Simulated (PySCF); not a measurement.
Compound: C₃H₄O₄.
Cartesian coordinates in Å at the PBE0-D3(BJ)/def2-SVP level; atoms count from 1:
```xyz
11
C3H4O4 angstrom
O     -1.7279    1.0270    0.7692
C     -1.6738    0.8975   -0.4172
O     -0.9228   -0.0046   -1.0605
C     -0.0874   -0.7867   -0.2461
C      1.1308   -0.0041    0.1957
O      1.3792    1.1239   -0.1192
O      1.9045   -0.7556    0.9828
H     -2.2469    1.4876   -1.1598
H     -0.6144   -1.1525    0.6490
H      0.2364   -1.6499   -0.8441
H      2.6656   -0.2099    1.2350
```

Computed, not measured: core-valence-separated Tamm–Dancoff BHandHLYP/aug-pcX-1 (pcseg-1 on H) in PySCF, non-relativistic, gas phase, PBE0-D3(BJ)/def2-SVP geometry. Absolute energies from this functional tend to lie a few eV below measured edges; no shift was applied.

The lowest roots of each edge with f over 0.003 (five at most, numbered afresh; weaker and dark ones are left out), with transition dipoles (au) in the frame of the coordinates:

| root | edge | E (eV) | f | μx | μy | μz |
| --- | --- | --- | --- | --- | --- | --- |
| 1 | C | 284.97 | 0.0867 | -0.0834 | -0.0737 | 0.0051 |
| 2 | C | 285.19 | 0.0887 | -0.0560 | 0.0376 | 0.0902 |
| 3 | C | 287.20 | 0.0171 | 0.0321 | -0.0369 | -0.0060 |
| 4 | C | 287.54 | 0.0343 | 0.0275 | -0.0526 | 0.0367 |
| 5 | C | 288.10 | 0.0182 | 0.0386 | 0.0023 | 0.0329 |
| 6 | O | 529.42 | 0.0468 | 0.0444 | 0.0404 | -0.0029 |
| 7 | O | 529.59 | 0.0457 | -0.0293 | 0.0198 | 0.0477 |
| 8 | O | 533.16 | 0.0205 | 0.0278 | 0.0280 | -0.0031 |
| 9 | O | 533.40 | 0.0195 | -0.0274 | 0.0071 | 0.0263 |
| 10 | O | 533.42 | 0.0034 | 0.0142 | 0.0019 | 0.0075 |

Problem. Molecules are fixed in this frame and the field points along (1, 1, 0)/√2. What effective strengths 3 f cos²θ do the roots have (θ between field and μ)?

Solution. root 1 (C2): 0.259, root 2 (C5): 0.004, root 3 (C4): 0.000, root 4 (C4): 0.007, root 5 (C4): 0.018, root 6 (O1): 0.140, root 7 (O6): 0.002, root 8 (O3): 0.061, root 9 (O7): 0.008, root 10 (O6): 0.005. Root 1 is the strongest. Averaged over all orientations cos²θ is 1/3, which gives f back.

Time: 19 s wall; peak memory 0.86 GiB. Hardware: an Arm Neoverse V1 with one thread, no GPU (shared host).

One conformer stands for the species.
